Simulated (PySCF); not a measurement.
Constitutional and geometric isomers with formula C2H4N2. Gas-phase values, no solvent. One relaxed conformer stands for each flexible species; it need not be the lowest. Strings in code marks are SMILES.

Quantity: electronic energy of isomers of C2H4N2 relative to `CNC#N`, in kJ/mol.

Level 1: PBE-D3(BJ)/def2-TZVP // r2SCAN-D4/def2-TZVP (PySCF)
Level 2: B3LYP/3-21G // r2SCAN-D4/def2-TZVP (PySCF)
Level 3: B3LYP/6-311+G** // r2SCAN-D4/def2-TZVP (PySCF)
Level 4: PBE/6-31G* // r2SCAN-D4/def2-TZVP (PySCF)

| species | level 2 | level 3 | level 4 |
|---|---|---|---|
| `NC#CN` | 128.1 | 122.0 | 150.5 |
| `[H]/N=C/C=N/[H]` (N–C–C–N torsion 180°) | 88.8 | 28.03 | 33.25 |
| `N=C=CN` | 124.4 | 83.4 | 92.2 |

Problem. What does level 1 give for each, and how far do the other levels lie from it on average?

Solution. 
- `NC#CN`: 120.0
- `[H]/N=C/C=N/[H]` (N–C–C–N torsion 180°): 25.98
- `N=C=CN`: 72.4
Mean absolute difference from level 1, which has limits of its own, over these rows (drawn at random from the members that have all these levels): level 2 40.99 kJ/mol, level 3 5.05 kJ/mol, level 4 19.20 kJ/mol.
